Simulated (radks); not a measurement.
The numbers below are computed, except where a source is named.
Ti, 22 electrons, occupied as [Ne] 3s2 3p5 3d2 4s2 4d1 (not the ground configuration). Code: a radial shooting solver on a logarithmic mesh with Libxc functionals. Model: scalar-relativistic Kohn-Sham, BP86, spin-polarised, spherical densities, point nucleus; open shells are filled with parallel spins first.

Normalised radial functions P(r) = r R(r), r in bohr:

```
   r/bohr * 3p up (the largest magnitude, 1.05, reaches the edge; | marks zero)
 0.004794                             *
 0.005581                             *
 0.006497                             *
 0.007564                             *
 0.008735                             *
  0.01017                             *
  0.01184                             *
  0.01367                             |*
  0.01592                             |*
  0.01853                             |*
   0.0214                             |*
  0.02491                             |*
    0.029                             | *
  0.03376                             | *
  0.03899                             |  *
  0.04539                             |   *
  0.05285                             |    *
  0.06103                             |     *
  0.07105                             |      *
  0.08271                             |        *
  0.09552                             |         *
   0.1112                             |           *
   0.1295                             |            *
   0.1507                             |             *
   0.1741                             |             *
   0.2026                             |            *
   0.2359                             |           *
   0.2724                             |        *
   0.3171                             |    *
   0.3692                             *
   0.4264                       *     |
   0.4964                 *           |
   0.5779           *                 |
   0.6727      *                      |
   0.7769   *                         |
   0.9045  *                          |
    1.053   *                         |
    1.216      *                      |
    1.416           *                 |
    1.648               *             |
    1.903                    *        |
    2.216                       *     |
     2.58                          *  |
    3.003                           * |
    3.468                            *|
    4.037                             *
      4.7                             *
    5.428                             *
    6.319                             *
    7.357                             *
    8.496                             *
    9.891                             *
    11.51                             *
     13.4                             *
    15.48                             *
    18.02                             *
    20.98                             *
    24.23                             *
    28.21                             *
```

3p up: eigenvalue -50.502 eV, 1 radial node at r = 0.368 bohr, <r> = 1.06 bohr, 90 % of the charge inside 1.62 bohr.
